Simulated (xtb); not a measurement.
CdCl (SMILES [Cl][Cd+]), charge +1, singlet, geometry from GFN2-xTB (such geometries of metal compounds can be far from the true shape); GFN2-xTB with ALPB(chcl3) in xtb.

Input for xtb:
```
$ xtb mol.xyz --gfn 2 --chrg 1 --alpb chcl3 --json

# file mol.xyz
2

Cd    -0.00000000    -0.00000000    -0.57706447
Cl     0.00000000     0.00000000     1.62935850
```

It wrote (shortened):

```
   ID    Z sym.   atoms
    1   48 Cd     1
    2   17 Cl     2

           -------------------------------------------------
          |                Calculation Setup                |
           -------------------------------------------------

           -------------------------------------------------
          |                 G F N 2 - x T B                 |
           -------------------------------------------------

      * Solvation model:               ALPB
        Solvent                        chcl3
        Parameter file                 internal GFN2-xTB/ALPB
        Dielectric constant                4.8100E+00
        Reference state                gsolv [1 M gas/solution]
        Free energy shift                  3.8910E-03 Eh       2.4417E+00 kcal/mol
        Temperature                        2.9815E+02 K
        Density                            1.4900E+00 kg/L
        Solvent mass                       1.1938E+02 g/mol
        Interaction kernel             P16
        Born radius scaling (c1)           1.3274E+00
        Born radii integrator          GBOBC
        Born offset                        0.0000E+00 a0       0.0000E+00 AA
        H-bond correction              false
        Ion screening                  false
        Surface tension                    1.0000E-05 Eh       1.5569E+01 dyn/cm
        Grid points                               230 per atom

          ...................................................
          :                      SETUP                      :
          :.................................................:
          :  # basis functions                  14          :
          :  # atomic orbitals                  13          :
          :  # shells                            5          :
          :  # electrons                         8          :
          :  max. iterations                   250          :
          :  Hamiltonian                  GFN2-xTB          :
          :  restarted?                      false          :
          :  GBSA solvation                   true          :
          :  PC potential                    false          :
          :  electronic temp.          300.0000000     K    :
          :  accuracy                    1.0000000          :
          :  -> integral cutoff          0.2500000E+02      :
          :  -> integral neglect         0.1000000E-07      :
          :  -> SCF convergence          0.1000000E-05 Eh   :
[...]
         :: total energy              -4.732895185758 Eh    ::
[...]
         6                         -0.1809446              -4.9238
         7                         -0.1809446              -4.9238
         8                         -0.0912143              -2.4821
         9                         -0.0912143              -2.4821
        10                         -0.0911340              -2.4799
        11                         -0.0864302              -2.3519
        12                         -0.0864302              -2.3519
        13                          0.2180611               5.9337
      -------------------------------------------------------------
                  HL-Gap            0.0790044 Eh            2.1498 eV
             Fermi-level           -0.5088009 Eh          -13.8452 eV

     #   Z          covCN         q      C6AA      α(0)
     1  48 Cd       0.777     0.619   408.028    46.971
     2  17 Cl       0.777     0.381    88.371    14.380

 Mol. C6AA /au·bohr⁶  :        854.981287
 Mol. C8AA /au·bohr⁸  :      64237.054292
 Mol. α(0) /au        :         61.350823

Wiberg/Mayer (AO) data.
largest (>0.10) Wiberg bond orders for each atom

 ---------------------------------------------------------------------------
     #   Z sym  total        # sym  WBO       # sym  WBO       # sym  WBO
 ---------------------------------------------------------------------------
     1  48 Cd   1.550 --     2 Cl   1.550
     2  17 Cl   1.550 --     1 Cd   1.550
 ---------------------------------------------------------------------------

Topologies differ in total number of bonds
Writing topology from bond orders to xtbtopo.mol

molecular dipole:
                 x           y           z       tot (Debye)
 q only:        0.000       0.000       0.497
   full:       -0.000       0.000      -0.093       0.236
molecular quadrupole (traceless):
                xx          xy          yy          xz          yz          zz
 q only:       -2.173       0.000      -2.173       0.000       0.000       4.346
  q+dip:       -3.324       0.000      -3.324       0.000      -0.000       6.649
   full:       -2.192      -0.000      -2.192      -0.000      -0.000       4.384

           -------------------------------------------------
          | TOTAL ENERGY               -4.732895185758 Eh   |
          | GRADIENT NORM               0.004916919154 Eh/α |
          | HOMO-LUMO GAP               2.149819794948 eV   |
           -------------------------------------------------

normal termination of xtb
```
